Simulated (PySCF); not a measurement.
hydrogen iodide (HI), singlet, geometry from GFN2-xTB (core potentials on I); B3LYP/def2-SV(P) (PySCF).

Input for PySCF:
```python
from pyscf import gto, scf, dft

mol = gto.Mole()
mol.atom = '''
    I    -0.000000   -0.000000   -0.029099
    H     0.000000    0.000000    1.542226
'''
mol.basis = 'def2-sv(p)'
mol.ecp = {'I': 'def2-sv(p)'}
mol.charge = 0
mol.spin = 0
mol.verbose = 4
mol.build()

mf = dft.RKS(mol)
mf.xc = 'b3lyp'
mf = mf.newton()
mf.kernel()
mf.analyze()
```

Output, abridged:

```
PySCF version 2.14.0

[INPUT] verbose = 4
[INPUT] num. atoms = 2
[INPUT] num. electrons = 26
[INPUT] charge = 0
[INPUT] spin (= nelec alpha-beta = 2S) = 0
[INPUT] symmetry False subgroup None
[INPUT] Mole.unit = angstrom
[INPUT] Symbol           X                Y                Z      unit          X                Y                Z       unit  Magmom
[INPUT]  1 I      0.000000000000   0.000000000000  -0.029099000000 AA    0.000000000000   0.000000000000  -0.054989140499 Bohr   0.0
[INPUT]  2 H      0.000000000000   0.000000000000   1.542226000000 AA    0.000000000000   0.000000000000   2.914384762183 Bohr   0.0

nuclear repulsion = 8.41928326285142
number of shells = 12
number of NR pGTOs = 65
number of NR cGTOs = 28
basis = def2-sv(p)
ecp = {'I': 'def2-sv(p)'}

******** <class 'pyscf.soscf.newton_ah.SecondOrderRKS'> ********
method = SecondOrderRKS
initial guess = minao
damping factor = 0
level_shift factor = 0
DIIS = <class 'pyscf.scf.diis.CDIIS'>
diis_start_cycle = 1
diis_space = 8
diis_damp = 0
SCF conv_tol = 1e-09
SCF conv_tol_grad = None
SCF max_cycles = 50
direct_scf = True
direct_scf_tol = 1e-13
XC library pyscf.dft.libxc version 7.1.2
    S. Lehtola, C. Steigemann, M. J. T. Oliveira, and M. A. L. Marques,  SoftwareX 7, 1–5 (2018)
XC functionals = b3lyp
    P. J. Stephens, F. J. Devlin, C. F. Chabalowski, and M. J. Frisch,  J. Phys. Chem. 98, 11623 (1994)
radial grids:
    Treutler-Ahlrichs [JCP 102, 346 (1995); DOI:10.1063/1.469408] (M4) radial grids

becke partition: Becke, JCP 88, 2547 (1988); DOI:10.1063/1.454033
pruning grids: <function nwchem_prune>
grids dens level: 3
symmetrized grids: False
atomic radii adjust function: <function treutler_atomic_radii_adjust>
small_rho_cutoff = 0
******** <class 'pyscf.dft.rks.RKS'> Newton solver flags ********
SCF tol = 1e-09
conv_tol_grad = None
max. SCF cycles = 50
direct_scf = True
direct_scf_tol = 1e-13
max_cycle_inner = 12
max_stepsize = 0.05
ah_start_tol = 1e+09
ah_level_shift = 0
ah_conv_tol = 1e-12
ah_lindep = 1e-14
ah_start_cycle = 1
ah_max_cycle = 40
ah_grad_trust_region = 2.5
kf_interval = 4
kf_trust_region = 5
canonicalization = True
Set conv_tol_grad to 3.16228e-05
Initial guess from minao.
tot grids = 31768
  HOMO = -1.21710024894138  LUMO = -0.696366346772344  gap/eV = 14.16989
Initial guess E= -297.003338258046  |g|= 2.85319
macro= 0  E= -298.304938065241  delta_E= -1.3016  |g|= 0.854717  3 KF 15 JK
macro= 1  E= -298.386946615133  delta_E= -0.0820085  |g|= 0.00194218  4 KF 13 JK
macro= 2  E= -298.386946650949  delta_E= -3.58153e-08  |g|= 2.71919e-05  2 KF 6 JK
macro= 3  E= -298.386946650949  delta_E= -5.68434e-14  |g|= 6.46048e-06  1 KF 2 JK
Canonicalize SCF orbitals
macro X = 4  E=-298.386946650949  |g|= 6.46048e-06  total 11 KF 41 JK
converged SCF energy = -298.386946650949
**** SCF Summaries ****
Total Energy =                        -298.386946650948801
Nuclear Repulsion Energy =               8.419283262851415
One-electron Energy =                 -535.176345939337807
Two-electron Energy =                  228.370116025537584
Two-electron Coulomb Energy =          251.050749043965908
DFT Exchange-Correlation Energy =      -22.680633018428317
HOMO-LUMO gap [eV] =                    14.169891225622694
**** MO energy ****
MO #1   energy= -6.85297537625098  occ= 2
MO #2   energy= -4.88089709953732  occ= 2
MO #3   energy= -4.86478433923078  occ= 2
MO #4   energy= -4.86478433923076  occ= 2
MO #5   energy= -1.92983803917802  occ= 2
MO #6   energy= -1.9234277195666   occ= 2
MO #7   energy= -1.92342771956659  occ= 2
MO #8   energy= -1.90984152577826  occ= 2
MO #9   energy= -1.90984151963406  occ= 2
MO #10  energy= -0.720676179222023 occ= 2
MO #11  energy= -0.417851978971619 occ= 2
MO #12  energy= -0.276928178664183 occ= 2
MO #13  energy= -0.276928178664181 occ= 2
MO #14  energy= -0.026950589608413 occ= 0
MO #15  energy= 0.238929852785181  occ= 0
MO #16  energy= 0.311345480597419  occ= 0
MO #17  energy= 0.391524572077578  occ= 0
MO #18  energy= 0.391524572077584  occ= 0
MO #19  energy= 0.400419919595278  occ= 0
MO #20  energy= 0.400419919595279  occ= 0
MO #21  energy= 0.427281746502895  occ= 0
Dipole moment(X, Y, Z, Debye): -0.00000,  0.00000,  0.59890
```
